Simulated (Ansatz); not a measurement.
Basis-set extrapolation for `[OH][Al-]1([Cl])[O]C(C(F)(F)F)=CC(C(F)(F)F)=[O+]1` (PBE0-D4/def2-TZVP geometry, frozen core, Ansatz). Multiplicity 1, RHF reference.

```
                       def2-TZVPP    def2-QZVPP
                 HF  -1713.851765  -1713.915743
    MP2 correlation     -3.195308     -3.473072
CCSD(T) correlation     -3.342769       not run
```

Energies in hartree. Use E(X) = E(∞) + A·exp(−7.88·√X) for Hartree–Fock and E(X) = E(∞) + B·X^(−2.97) for correlation, with X = 3 and 4, and add CCSD(T) minus MP2 of the smaller set to the MP2 limit.

**Question.** What is the CCSD(T) energy at the basis-set limit?

**Answer.** HF limit: -1713.915743 + (-0.063978) × 0.13774 = -1713.92456. MP2 limit: -3.473072 + (-0.277764) × 0.74074 = -3.67882. Higher-order term: -3.342769 − (-3.195308) = -0.14746. Total: -1717.75084 hartree, 1460.6 kJ/mol below CCSD(T)/def2-TZVPP.
